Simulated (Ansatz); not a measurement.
Z-matrix (Å, degrees):
```
C
N 1 1.339
O 1 1.218 2 122.2
H 1 1.105 2 115.7 3 -180.0
Sb 2 2.071 1 113.0 3 -1.9
H 2 1.007 1 119.8 3 176.7
H 5 1.722 2 89.1 1 169.9
H 5 1.712 2 94.6 1 79.3
```

Charge 0, multiplicity 1. Sb: def2 effective core potential.

Q: List the CAM-B3LYP/def2-TZVPP orbital energies in eV (Ansatz). (Best estimate.)

A: Computed: Occupied: -521.80, -392.09, -281.65, -157.95, -109.84, -109.74, -109.61, -37.88, -37.81, -37.70, -37.65, -37.57, -30.71, -26.63, -19.09, -17.70, -16.57, -13.85, -13.42, -12.02, -10.98, -9.85, -9.25, -8.54. Lowest empty: 0.02, 0.89, 1.65, 1.89, 2.22, 3.68, 3.87, 4.04.
